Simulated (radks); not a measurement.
Fractional charge and spin in the 2p shell of phosphorus: the spin-up occupation runs from 2 to 3 and the spin-down occupation from 2 to 3; the fullest corner is P3+, [He] 2s2 3s2 2p(up 3, down 3). Calculated with a radial shooting solver on a logarithmic mesh with Libxc functionals: non-relativistic Kohn-Sham, PBEsol, spin-polarised, spherical densities, point nucleus. Energy (eV) minus the two flat planes that join the four corners (they meet along the diagonal where the two added fractions sum to one electron); zero is where a piecewise linear energy would lie.

| down \ up | 2 | 2.5 | 3 |
|---|---|---|---|
| 2 | 0.000 | -5.239 | 0.000 |
| 2.5 | -5.239 | 0.973 | -4.823 |
| 3 | 0.000 | -4.823 | 0.000 |

Corners above the fullest one (they belong to P4+ and the next ion): (up 3, down 2) 181.92 eV, (up 2, down 3) 181.92 eV, (up 2, down 2) 407.98 eV. With half an added electron in each spin the energy lies 0.973 eV from the planes, and with half an added electron in spin up alone -5.239 eV. The planes are only a guide here: the flat-plane condition holds for ground states with one frontier orbital, while this shell lies below other occupied shells, so the corners above the fullest one are inner-hole states and not the ground states of those ions.
